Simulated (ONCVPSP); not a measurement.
## Configuration tests for cadmium (Cd) (ONCV)

```
Element                 : cadmium (Cd)
Generator               : ONCVPSP 4.0.1
Type                    : optimised norm-conserving Vanderbilt (ONCV)
Functional              : PW91
Relativity              : scalar-relativistic
Frozen core             : [Ar] 3d10
Valence charge          : 20
Reference configuration : 4s2 4p6 4d10 5s0.5 (charge +1.5)
Partial waves           : 4s+5s: rc 1.45 bohr, ncon 4, nbas 8, qcut 9.3 1/bohr, 2 projectors; 4p: rc 1.60 bohr, ncon 3, nbas 8, qcut 11 1/bohr, 2 projectors, debl 0.6 Ha; 4d: rc 1.25 bohr, ncon 4, nbas 7, qcut 7.6 1/bohr, 2 projectors, debl 2.4 Ha
Local potential         : polynomial inside 1.10 bohr (lpopt 5, dvloc0 3 Ha)
Core correction         : Teter function, fcfact 3.25, rcfact 1.98
```

In the p channel the program set the typed energies aside and used -2.970, 0.250 Ha.

Energies are relative to the spin-unpolarised reference configuration 4s2 4p6 4d10 5s0.5; without spin polarisation the order of configurations can differ from experiment.

| valence configuration | charge | ΔE all-electron (eV) | error AE − PS (meV) |
| --- | --- | --- | --- |
| 4s2 4p6 4d10 5s2 | 0 | -16.912 | 0.0 |
| 4s2 4p6 4d10 5s1 | +1 | -7.566 | +0.7 |
| 4s2 4p6 4d10 5s0 | +2 | 9.644 | -2.2 |

Question: What are ΔE and the potential's error for 4s2 4p6 4d10 5s1 5p1?

Answer: ΔE = -12.212 eV all-electron; the error (AE − PS) is +1.3 meV.
